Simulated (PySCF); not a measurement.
Ar(2+): ionisation energy

Ar(2+) [Ne] 3s2 3p4 (3P) → Ar(3+) [Ne] 3s2 3p3 (4S), as a difference of total energies. Calculation: PySCF 2.14, in aug-cc-pCVTZ-DK with one added diffuse shell each of s, p, d, f type (9s8p6d4f, 91 functions); the spin-free X2C one-electron Hamiltonian (Gaussian nucleus). Correlated levels: valence: [Ne] frozen. The calculations carry no spin-orbit coupling.

| method | ionisation energy (eV) | plus first-order spin-orbit estimate | difference from reference of that sum (eV) |
| --- | --- | --- | --- |
| UHF | 39.388 | 39.451 | -1.284 |
| MP2 (valence) | 40.215 | 40.278 | -0.457 |
| SCS-MP2 (valence) | 40.307 | 40.370 | -0.365 |
| CCSD (valence) | 40.328 | 40.391 | -0.344 |
| CCSD(T) (valence) | 40.356 | 40.419 | -0.316 |

Reference: 40.735 ± 0.012 eV (semi-empirical (NIST evaluation); NIST Atomic Spectra Database, ionization energies).

A first-order spin-orbit estimate (lowest level to lowest level, LS coupling) adds 0.063 eV.

Errors of the correlated levels include the incompleteness of this basis and the frozen core.
